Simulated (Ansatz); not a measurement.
`CBNBN` + `CC1C=C1` → `NBC1C=C1` + `CBNC`  (formal exchange of groups at a B–N bond)

Isolated molecules relaxed with PBE0-D4/def2-TZVP in Ansatz; ΔE leaves out vibrations. CCSD(T)/CBS adds triple-zeta CCSD(T) − MP2 to the extrapolated MP2 energy (def2 sets, frozen cores). DFT in def2-TZVPP. HSE06 is defined as in plane-wave codes. Each species was taken in one conformer, which may not be the lowest.

`CBNBN`:

Cartesian coordinates in Å:
```
C 1.060 0.790 1.872
B 0.241 0.026 0.778
N 0.153 0.469 -0.554
B -0.560 -0.123 -1.665
N -1.300 -1.297 -1.538
H 0.407 1.079 2.703
H 1.568 1.689 1.512
H 1.813 0.128 2.315
H -0.345 -0.984 1.076
H 0.652 1.317 -0.777
H -0.512 0.417 -2.735
H -1.386 -1.806 -0.674
H -1.792 -1.705 -2.311
```

`CC1C=C1`:

Cartesian coordinates in Å:
```
C -1.138 -0.539 0.246
C 0.049 -0.008 -0.520
C 1.431 -0.019 0.055
C 0.868 1.139 -0.015
H -2.058 -0.022 -0.041
H -1.288 -1.606 0.055
H -0.996 -0.405 1.322
H -0.051 -0.121 -1.603
H 2.278 -0.623 0.336
H 0.905 2.201 0.166
```

`NBC1C=C1`:

```xyz
11

N     1.289   -1.132   -1.188
B     0.684   -0.628   -0.037
C    -0.453    0.424   -0.121
C    -1.533    0.497    0.953
C    -0.667    1.437    0.997
H     2.027   -1.814   -1.171
H     1.025   -0.847   -2.116
H     1.069   -1.031    1.028
H    -0.759    0.754   -1.122
H    -2.411    0.007    1.333
H    -0.271    2.332    1.444
```

`CBNC`:

```xyz
12

C     1.197    1.341   -0.871
B    -0.051    0.673   -0.193
N    -0.040   -0.653    0.220
C    -1.117   -1.377    0.851
H     2.057    0.674   -0.986
H     1.525    2.213   -0.295
H     0.935    1.726   -1.862
H    -1.066    1.293   -0.007
H     0.796   -1.202    0.079
H    -1.973   -0.711    0.963
H    -1.430   -2.239    0.255
H    -0.834   -1.739    1.845
```

```tsv
level	ΔE (kJ/mol)	difference from CCSD(T)/CBS
PBE-D4	101.2	-6.5
B97M-V	111.2	3.5
PBE0-D4	106.2	-1.5
HSE06-D4	106.0	-1.7
CAM-B3LYP-D4	108.1	0.4
ωB97M-V	107.8	0.1
PBE-QIDH	109.8	2.1
r2SCAN	107.9	0.2
PBE0	105.5	-2.2
HSE06	105.4	-2.3
HF/def2-SVP	117.5	9.8
MP2/def2-SVP	114.4	6.7
CCSD/def2-SVP	110.9	3.2
SCS-MP2/def2-TZVPP	108.1	0.4
CCSD/def2-TZVPP	108.5	0.8
HF/CBS(def2)	115.7	8.0
CCSD(T)/CBS	107.7	0
```

Problem. What do rigid-rotor, harmonic-oscillator terms from PBE0-D4/def2-TZVP frequencies (298.15 K, 1 bar) make of the CCSD(T)/CBS value? (Best estimate.)

Solution. Computed: ΔZPE = -0.4 kJ/mol, ΔH = +107.7 kJ/mol, ΔS = 3 J/(mol·K), ΔG = +106.7 kJ/mol.

Largest T1 diagnostic among the species: 0.012.

From BLYP to BHLYP (50 % exact exchange), in def2-TZVPP and without D4, ΔE moves by +10.6 kJ/mol. Leaving LDA and LC-ωPBE aside and taking each functional with its dispersion term where it has one, the values, not all of them listed here, spread over 10.4 kJ/mol, from PBE-D4 to BHLYP-D4. LDA lies +4.5 kJ/mol from PBE without D4.
